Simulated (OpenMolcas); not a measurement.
## 3d ions of charge +0 along the row

```yaml
Program: OpenMolcas 26.06
Method: SS-CASPT2, IPEA 0.25 Eh, imaginary shift 0.1 Eh
Basis: ANO-RCC-VTZP
Scalar_Hamiltonian: DKH2, point nucleus
Spin-orbit_coupling: RASSI with atomic mean-field integrals over the reference wave functions, term energies averaged over their components
```

Active space: the 3d shell under a closed s shell; CASPT2 also correlates the outermost closed s and p core shells.

B and C come from two terms' centres of gravity (d2, d8: 3P = 15B, 1G = 12B + 2C; d3, d7: 4P = 15B, 2G = 4B + 3C; d4, d6: 3G = 9B + 4C, 3H = 4B + 4C; d5: 4D = 17B + 5C, 4G = 10B + 5C, above the ground term), where all their levels are at least 80 % pure. ζ = ±2S·A comes from the whole width of the ground multiplet by E(J) = (A/2) J(J+1), where its levels are at least 85 % pure. Energies in cm-1.

```tsv
Ion	Configuration	Lowest level	Weight (%)	B	B measured	C	C measured	ζ	ζ measured
Ti	3d2 4s2	3F2	100	647	555	2404	2618	119	111
V	3d3 4s2	4F 3/2	100	729		2387		172	158
Mn	3d5 4s2	6S 5/2	100	747		3754			
Fe	3d6 4s2	5D4	100	892	893	3885	3901	406	391
Co	3d7 4s2	4F 9/2	100	948		3823		530	517
Ni	3d8 4s2	3F4	100	1018		4467		633
```

Measured columns use the levels in NIST Handbook of Basic Atomic Spectroscopic Data (Ti, V, Fe, Co).

The computed B goes from 647 (Ti) to 1018 cm-1 (Ni), a factor of 1.57, rising at every step. It departs from the measured column by 0 to +17 %. The Trees term is left out, which lowers the B read from the levels of every ion, most for d4 to d6. The pair of terms that fixes B changes along the row, so steps between ions also reflect that choice.

The computed ζ goes from 119 (Ti) to 633 cm-1 (Ni), a factor of 5.32, rising at every step. It departs from the measured column by +3 to +9 %.

CASPT2 breaks the degeneracy within a term, and the mean is taken; among the low terms the widest spread is 1400 cm-1 (3d7 4s2 4F, Co). With the s shell closed, the reference lacks s² → p², s² → d² and s → d mixing, so excited terms can stand far too high and out of order, with CASPT2 too. The CASPT2 spread within a term exceeds the gap to the next term for 3d3 4s2 2D(1) and 3d3 4s2 2P, 3d3 4s2 2P and 3d3 4s2 2H, so the order of their levels is uncertain, and so are names and mixing where such terms share a J (figures for V; the like holds for Fe, Co). Some terms miss by over 15 % even with CASPT2, which points to a basis or an active space too small for the shells correlated (holds for Ti; V). Some high roots are left out of the spin-orbit mixing, which shifts the levels that they would mix with (holds for Mn; Fe; Co; Ni). Computed and measured levels are paired by configuration, term and J; levels that our copy of the source lacks, or whose pairing is in doubt (as where it misses far off the trend of its configuration), stay unpaired and out of the deviations. Levels of configurations outside the active space are missing.

A number in round brackets counts repeated terms of one configuration in the order of the reference energies.
